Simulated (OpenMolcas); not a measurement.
Er⁴⁺: CASPT2 settings compared

```yaml
Program: OpenMolcas
Basis: ANO-R2 [9s6p4d3f1g]
Scalar_Hamiltonian: X2C, finite nucleus
Active_space: 10 electrons in 7 orbitals (4f)
State_averaging: 2S+1 = 5 even, 35 roots (30 in the spin-orbit step); 2S+1 = 3 even, 210 roots (52 in the spin-orbit step); 2S+1 = 1 even, 196 roots (0 in the spin-orbit step)
Spin-orbit_coupling: RASSI with atomic mean-field integrals over the reference wave functions, term energies averaged over their components
```

Methods on the same reference wave functions:
A. CASSCF
B. SS-CASPT2, IPEA 0.15 Eh, sigma1 regulariser 0.15 Eh (closed shells correlated: 4d 5s 5p)
C. XMS-CASPT2, IPEA 0.35 Eh, imaginary shift 0.15 Eh (closed shells correlated: 5s 5p)
D. XMS-CASPT2, IPEA 0.5 Eh, no level shift (closed shells correlated: 5s 5p)

Energies in cm-1 above 4f10 5I8.

```tsv
Level	A	B	C	D
4f10 5I8	0.0	0.0	0.0	0.0
4f10 5I7	6115	6190	6130	6130
4f10 5I6	10557	10570	10530	10530
4f10 5I5	13726	13570	13620	13620
4f10 5I4	16168	15970	16040	16040
4f10 5F5	22477	18940	20170	20250
4f10 5F4	27327	23820	24960	25020
```

Among B to D the level of the table that moves most is 4f10 5F5, by 1300 cm-1 (lowest in B, highest in D). Moves below CASPT2's spread within the term are not significant.

The lowest spin-free term lies below A's lowest term by 1.055 hartree in B, 0.669 hartree in C, 0.666 hartree in D.

CASPT2 breaks the degeneracy within a term, and the mean is taken; among the terms shown or strongly mixed into the levels shown the widest spread is 1000 cm-1 (4f10 5I, B). High states are left out of the spin-orbit mixing, which shifts the levels that they would mix with. Without dynamic correlation excited terms often stand tens of per cent too high (terms of higher spin than the ground term too low), and those without a measured partner can miss by more than the paired ones (holds for A). Only configurations of the active space appear. Levels that lie high or do not pair safely by name in every column are left out.
